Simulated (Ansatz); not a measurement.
Input (CCSDT(Q)/cc-pV(D+d)Z; Ansatz, a program for electronic structure): A basis named .json is the Basis Set Exchange file of that set.

Ansatz 0.2 input:
```yaml
crystal:
  periodic: [false, false, false]
  atoms:
    - {symbol: Al, position_ang: [-0.17542691, -0.43210442, -0.05458405]}
    - {symbol: H, position_ang: [-0.82974783, -1.84416194, -0.28019884]}
    - {symbol: O, position_ang: [1.29383194, -0.22737348, 0.77921902]}
    - {symbol: H, position_ang: [1.80100748, -0.94718856, 1.15424235]}
    - {symbol: N, position_ang: [-0.94824071, 1.03097230, -0.66643221]}
    - {symbol: H, position_ang: [-0.58589016, 1.96522052, -0.55828933]}
    - {symbol: H, position_ang: [-1.81779025, 1.04566928, -1.17488833]}
basis:
  gaussian:
    orbitals: cc-pV_D+d_Z.json
magnetization: {spin_polarized: false}
correlation: {method: ccsdt_q, electrons: outside_noble_gas}
```

Output:

```
Functional definition: HF
integrals: 0.07 GiB planned
1369 factors; integrals over basis functions are off by at most 2.2e-7 eV
mean field: 0.24 GiB planned
mean field evaluation 1: about -10163.4170 eV, gradient 4.6e1 eV
mean field evaluation 2: about -10163.4179 eV, gradient 4.6e1 eV
mean field evaluation 4: about -10167.7467 eV, gradient 2.5e0 eV
mean field evaluation 8: about -10167.7732 eV, gradient 2.2e-4 eV
mean field evaluation 16: about -10167.7711 eV, gradient 2.2e-1 eV
mean field -10167.77321621 eV, -373.6587737315 hartree, gradient 2.0e-6 eV, S^2 0.000000; 0 other end points of the search recorded, 0 dependent functions left out
7 core orbitals not correlated
reference -10167.77321621 eV, -373.6587737315 hartree; 9, 9 occupied and 55, 55 virtual orbitals, 1369 factors
second order -11.68958846 eV of doubles, -0.00000000 eV of singles
coupled cluster: 1.24 GiB planned
cycle   1  -12.00040272 eV  change   -3.1e-1 eV  update   9.0e-2
cycle   2  -12.42097559 eV  change   -4.2e-1 eV  update   4.0e-2
cycle   3  -12.66618480 eV  change   -2.5e-1 eV  update   2.1e-2
cycle   4  -12.64905896 eV  change    1.7e-2 eV  update   6.7e-3
cycle   5  -12.63778007 eV  change    1.1e-2 eV  update   3.7e-3
cycle   6  -12.64027955 eV  change   -2.5e-3 eV  update   1.5e-3
cycle   7  -12.64105383 eV  change   -7.7e-4 eV  update   4.6e-4
cycle   8  -12.64081842 eV  change    2.4e-4 eV  update   2.1e-4
cycle   9  -12.64067113 eV  change    1.5e-4 eV  update   7.1e-5
cycle  10  -12.64074691 eV  change   -7.6e-5 eV  update   3.3e-5
cycle  11  -12.64068454 eV  change    6.2e-5 eV  update   1.7e-5
cycle  12  -12.64069613 eV  change   -1.2e-5 eV  update   5.7e-6
cycle  13  -12.64069622 eV  change   -8.6e-8 eV  update   2.8e-6
cycle  14  -12.64069707 eV  change   -8.5e-7 eV  update   1.0e-6
perturbative correction -0.03248534 eV, -0.0011938144 hartree
Total energy: -10180.44639863 eV, -374.1245045952 hartree
```
